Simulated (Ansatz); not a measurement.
Program: Ansatz. Geometries: PBE0-D4/def2-TZVP. ΔE: electronic, gas phase. CBS: MP2 limit from def2 TZ/QZ plus the TZ coupled-cluster correction, frozen cores. Functionals use def2-TZVPP. Each species was taken in one conformer, which may not be the lowest.

`CO[SiH](C)[SiH3]` → `C[SiH](C)O[SiH3]`  (isomerisation)

`CO[SiH](C)[SiH3]`:

Cartesian coordinates in Å:
```
C -2.185 0.994 -0.295
O -0.782 1.017 -0.401
Si 0.194 -0.020 0.434
C -0.066 -1.799 -0.082
Si 2.383 0.699 0.021
H -2.608 0.094 -0.756
H -2.511 1.035 0.752
H -2.584 1.867 -0.815
H -0.121 0.085 1.894
H 0.140 -1.937 -1.146
H -1.091 -2.123 0.115
H 0.603 -2.455 0.483
H 3.342 -0.163 0.768
H 2.707 0.599 -1.429
H 2.582 2.107 0.457
```

`C[SiH](C)O[SiH3]`:

Z-matrix (Å, degrees):
```
C
Si 1 1.859
H 1 1.093 2 110.8
H 1 1.092 2 110.9 3 -119.9
H 1 1.093 2 110.8 3 120.0
C 2 1.863 1 111.8 3 -60.7
O 2 1.646 1 107.9 3 178.6
H 2 1.493 1 109.9 3 60.8
H 6 1.093 2 111.0 1 -58.6
H 6 1.093 2 111.2 1 -178.9
H 6 1.093 2 110.7 1 61.3
Si 7 1.630 2 145.2 1 -166.7
H 12 1.484 7 108.5 2 177.2
H 12 1.488 7 110.6 2 -63.1
H 12 1.488 7 110.6 2 57.2
```

| level | ΔE (kJ/mol) |
| --- | --- |
| PBE0 | -196.7 |
| SCS-MP2/def2-QZVPP | -226.4 |

Question: What does CCSD(T)/CBS give? (Estimate.)

Answer: The calculation gave: -216.4 kJ/mol. The listed levels differ from it by 19.7, -10.0 kJ/mol.

Largest T1 diagnostic among the species: 0.011.

From PBE to PBE0 (25 % exact exchange), in def2-TZVPP and without D4, ΔE moves by −11.2 kJ/mol.
